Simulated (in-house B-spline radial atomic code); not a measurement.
**PBE excitations of Br5+**

Method: PBE. Computed with an all-electron radial atomic-structure program (B-spline basis): linear response of the closed shell [Ar] 3d10 4s2 with the functional's adiabatic kernel; non-relativistic, point nucleus, no spin-orbit coupling, no double excitations, S, P, D and F terms only; shells from n = 2 respond. Only terms of natural parity with L up to 3 were computed.

Without relativity these are model numbers for so heavy an element.

Command:
```bash
python run_td.py task.json out
```
Settings (radii: box in bohr, nucleus in fm):
```
Z                        35
electrons                30
configuration            [Ar] 3d10 4s2
hamiltonian              nr
method                   pbe,pbe
box_radius               16.35
intervals                54
```

Run time, properties included: 1.3 s on 1 thread of Arm Neoverse N1 (shared host).

The lowest states, in the order of their Tamm-Dancoff energies; the method's threshold (minus the highest occupied level) is 79.79 eV. Labels give the largest channel, * marks a mixed state, and oscillator strengths are full-response dipole values. Semilocal kernels can invert the small singlet-triplet splittings of Rydberg terms. Energies in eV:

| state | full response | Tamm-Dancoff | oscillator strength |
| --- | --- | --- | --- |
| 4s → 4p 3P | ? | ? | - |
| 4s → 4p 1P | 18.167 | 18.876 | 1.52 |
| 4s → 4d 3D | 35.23 | 35.29 | - |
| 4s → 4d 1D | 37.10 | 37.12 | - |
| 4s → 5s 3S | 43.50 | 43.50 | - |
| 4s → 5s 1S | 44.55 | 44.59 | - |
| 4s → 5p 3P | 48.71 | 48.72 | - |
| 4s → 5p 1P | 49.20 | 49.25 | 0.0787 |
| 4s → 4f 3F | 52.90 | 52.93 | - |
| 4s → 4f 1F | 53.41 | 53.42 | - |
| 4s → 5d 3D | 56.94 | 56.95 | - |
| 4s → 5d 1D | 57.31 | 57.32 | - |
| 4s → 6s 3S | ? | ? | - |
| 4s → 6s 1S | 60.06 | 60.07 | - |
| 4s → 6p 3P | 62.04 | 62.04 | - |
| 4s → 6p 1P | 62.17 | 62.18 | 0.0344 |

Q: Where does 4s → 6s 3S lie?

A: At 59.78 eV in full response, 59.78 eV in Tamm-Dancoff.

Q: Where does 4s → 4p 3P lie?

A: At 12.689 eV in full response, 12.843 eV in Tamm-Dancoff.

Q: How large is the singlet-triplet splitting of 4s → 4p (P terms) in Tamm-Dancoff?

A: 6.03 eV, from the unrounded values.

Q: What polarisabilities and dispersion coefficient does the method give?

A: Dipole 3.769 bohr³, quadrupole 5.25 bohr⁵, C6 8.442 hartree·bohr⁶ for two such species.
